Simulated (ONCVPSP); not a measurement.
**Configuration tests for titanium (Ti) (ONCV)**

titanium, optimised norm-conserving Vanderbilt (ONCV), made with ONCVPSP 4.0.1 (PBE, scalar-relativistic). Core [Ne], reference 3s2 3p6 3d2.5 4s1.5. Waves: 3s+4s: rc 1.30 bohr, ncon 3, nbas 8, qcut 9.2 1/bohr, 2 projectors; 3p: rc 1.30 bohr, ncon 4, nbas 9, qcut 12.7 1/bohr, 2 projectors, debl 1.5 Ha; 3d: rc 1.30 bohr, ncon 3, nbas 7, qcut 8.3 1/bohr, 2 projectors, debl 3.8 Ha. Local part: polynomial inside 0.90 bohr (lpopt 5, dvloc0 6 Ha). Core correction: Teter function, fcfact 4, rcfact 1.45.

Energies are relative to the spin-unpolarised reference configuration 3s2 3p6 3d2.5 4s1.5; without spin polarisation the order of configurations can differ from experiment.

(1) Give the all-electron excitation energy and the error of the potential for: 3s2 3p6 3d2 4s2; 3s2 3p6 3d2 4s1; 3s2 3p6 3d2 4s0; 3s2 3p6 3d2 4s1 4p1.

Levels in the configuration 3s2 3p6 3d2 4s0:

| level | all-electron (eV) | pseudo (eV) |
| --- | --- | --- |
| 3s | -78.550 | -78.558 |
| 3p | -54.765 | -54.771 |
| 3d | -19.680 | -19.684 |

Results:

(1)

| valence configuration | charge | ΔE all-electron (eV) | error AE − PS (meV) |
| --- | --- | --- | --- |
| 3s2 3p6 3d2 4s2 | 0 | -0.353 | +0.6 |
| 3s2 3p6 3d2 4s1 | +1 | 6.994 | -1.4 |
| 3s2 3p6 3d2 4s0 | +2 | 20.566 | -4.0 |
| 3s2 3p6 3d2 4s1 4p1 | 0 | 2.723 | -0.3 |
